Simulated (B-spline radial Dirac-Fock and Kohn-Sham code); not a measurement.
# Core-level shifts of praseodymium with charge state

Model: relaxed Dirac-Fock hole states (ΔSCF) with Breit and QED corrections and a finite nucleus. Program: a B-spline atomic structure program. Each ion is free and in its tabulated ground configuration. The model has no electron correlation.

Reference: Pr²⁶⁺, [Ar] 3d10 4s2 4p3, with K 42872.1 eV, L1 7709.5 eV, L3 6835.0 eV, M1 2331.4 eV, M3 2064.0 eV, Kα1 (K-L3) 36037.1 eV, Kβ1 (K-M3) 40808.0 eV. Shifts from it, in eV (a dash: the subshell is empty, belongs to an open shell averaged over j, or its hole state is left out as unreliable):

```
  ion      configuration       K      L1      L3      M1      M3     Kα1      Kβ1
Pr²⁷⁺  [Ar] 3d10 4s2 4p2   +59.5   +55.2   +55.4   +49.8   +49.5   +4.05    +9.95
Pr²⁸⁺  [Ar] 3d10 4s2 4p1  +120.0  +111.2  +111.7  +100.3   +99.7   +8.27   +20.31
Pr²⁹⁺      [Ar] 3d10 4s2  +181.6  +168.1  +168.9  +151.5  +150.5  +12.66   +31.07
Pr³⁰⁺      [Ar] 3d10 4s1  +242.8  +224.6  +227.2       –  +202.8  +15.62   +40.00
Pr³¹⁺          [Ar] 3d10  +306.6  +283.2  +286.3  +254.2  +255.7  +20.34   +50.89
Pr³²⁺           [Ar] 3d9  +422.9  +396.4  +400.0  +340.3  +340.9  +22.85   +82.02
Pr³³⁺           [Ar] 3d8  +541.6  +511.7  +516.0  +427.6  +427.3  +25.61  +114.27
Pr³⁴⁺           [Ar] 3d7  +662.6  +629.1  +634.0  +516.0  +515.0  +28.63  +147.66
```

Over this range K (1s) moves by +662.6 eV and Kα1 by +28.6 eV: a line is a difference of two levels that shift in the same direction.

Values without a named source are computed, but for edge energies of neutral atoms, which are taken from tables.
